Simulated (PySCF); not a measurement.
**Basis and Hamiltonian dependence of the ionisation energy of Pb²⁺**

Pb²⁺ [Xe] 4f14 5d10 6s2 (1S) → Pb³⁺ [Xe] 4f14 5d10 6s1 (2S). Calculated with PySCF 2.14 from differences of total energies of unrestricted determinants, without spin-orbit coupling. Values in eV.

```json
{"basis": "cc-pVDZ-PP with ECP60MDF", "Hamiltonian": "ECP", "functions": "23", "UHF": "29.768", "r2SCAN": "n/a", "PBE0": "31.737", "MP2 (valence)": "30.238", "CCSD(T) (valence)": "30.446", "CCSD(T) (valence and next inner shell)": "n/a"}
{"basis": "aug-cc-pVDZ-PP with ECP60MDF", "Hamiltonian": "ECP", "functions": "32", "UHF": "29.775", "r2SCAN": "31.846", "PBE0": "31.743", "MP2 (valence)": "30.252", "CCSD(T) (valence)": "30.459", "CCSD(T) (valence and next inner shell)": "n/a"}
{"basis": "cc-pVTZ-PP with ECP60MDF", "Hamiltonian": "ECP", "functions": "39", "UHF": "29.771", "r2SCAN": "31.848", "PBE0": "31.754", "MP2 (valence)": "30.322", "CCSD(T) (valence)": "n/a", "CCSD(T) (valence and next inner shell)": "n/a"}
{"basis": "aug-cc-pwCVDZ-PP with ECP60MDF", "Hamiltonian": "ECP", "functions": "48", "UHF": "29.763", "r2SCAN": "31.848", "PBE0": "31.753", "MP2 (valence)": "30.303", "CCSD(T) (valence)": "30.502", "CCSD(T) (valence and next inner shell)": "31.529"}
{"basis": "def2-TZVP with the def2 core potential (60 electrons)", "Hamiltonian": "ECP", "functions": "50", "UHF": "29.759", "r2SCAN": "n/a", "PBE0": "31.755", "MP2 (valence)": "30.323", "CCSD(T) (valence)": "30.512", "CCSD(T) (valence and next inner shell)": "n/a"}
{"basis": "aug-cc-pVTZ-PP with one added diffuse shell each of d, f type with ECP60MDF", "Hamiltonian": "ECP", "functions": "67", "UHF": "29.771", "r2SCAN": "31.847", "PBE0": "31.754", "MP2 (valence)": "30.324", "CCSD(T) (valence)": "30.509", "CCSD(T) (valence and next inner shell)": "n/a"}
{"basis": "aug-cc-pVTZ-DK3", "Hamiltonian": "spin-free X2C", "functions": "84", "UHF": "29.778", "r2SCAN": "31.866", "PBE0": "31.743", "MP2 (valence)": "30.334", "CCSD(T) (valence)": "30.524", "CCSD(T) (valence and next inner shell)": "n/a"}
{"basis": "def2-QZVPPD with the def2 core potential (60 electrons)", "Hamiltonian": "ECP", "functions": "88", "UHF": "29.765", "r2SCAN": "31.843", "PBE0": "31.752", "MP2 (valence)": "30.360", "CCSD(T) (valence)": "30.534", "CCSD(T) (valence and next inner shell)": "31.719"}
{"basis": "ANO-RCC-VTZP", "Hamiltonian": "spin-free X2C", "functions": "93", "UHF": "29.790", "r2SCAN": "31.875", "PBE0": "31.754", "MP2 (valence)": "30.337", "CCSD(T) (valence)": "30.508", "CCSD(T) (valence and next inner shell)": "31.685"}
{"basis": "aug-cc-pwCVTZ-PP with ECP60MDF", "Hamiltonian": "ECP", "functions": "96", "UHF": "29.764", "r2SCAN": "31.840", "PBE0": "31.748", "MP2 (valence)": "30.355", "CCSD(T) (valence)": "30.531", "CCSD(T) (valence and next inner shell)": "n/a"}
{"basis": "aug-cc-pVQZ-PP with one added diffuse shell each of s, p, d, f, g type with ECP60MDF", "Hamiltonian": "ECP", "functions": "117", "UHF": "29.766", "r2SCAN": "31.844", "PBE0": "31.752", "MP2 (valence)": "30.359", "CCSD(T) (valence)": "30.532", "CCSD(T) (valence and next inner shell)": "n/a"}
{"basis": "aug-cc-pVQZ-DK3", "Hamiltonian": "spin-free X2C", "functions": "118", "UHF": "29.768", "r2SCAN": "n/a", "PBE0": "n/a", "MP2 (valence)": "30.356", "CCSD(T) (valence)": "30.531", "CCSD(T) (valence and next inner shell)": "n/a"}
{"basis": "aug-cc-pwCVTZ-DK3 with one added diffuse shell each of s, d, f type", "Hamiltonian": "spin-free X2C", "functions": "138", "UHF": "29.771", "r2SCAN": "n/a", "PBE0": "n/a", "MP2 (valence)": "30.359", "CCSD(T) (valence)": "30.535", "CCSD(T) (valence and next inner shell)": "n/a"}
```

Task: Estimate the row for def2-TZVPPD with the def2 core potential (60 electrons) (ECP, 56 functions).

Result: From the rows with the same Hamiltonian and similar size; the calculation gives UHF 29.76; r2SCAN 31.85; PBE0 31.76; MP2 (valence) 30.33; CCSD(T) (valence) 30.52; CCSD(T) (valence and next inner shell) 31.61 (eV).

Extrapolation of CCSD(T) (valence) from aug-cc-pVTZ-DK3 and aug-cc-pVQZ-DK3: the correlation parts are 0.746 and 0.762 eV; with the X⁻³ form and unrounded values, (4³ × 0.762 − 3³ × 0.746)/(4³ − 3³) = 0.774 eV, and adding the Hartree-Fock value 29.768 eV of the larger basis gives 30.542 eV.

Frozen in the all-electron rows: valence: [Xe] 4f14 5d10; valence and next inner shell: [Kr] 4d10 4f14; with a core potential, the same shells as far as they lie outside it.

Reference for a calculation without spin-orbit coupling: 31.937 eV (measured, between term centres; NIST).
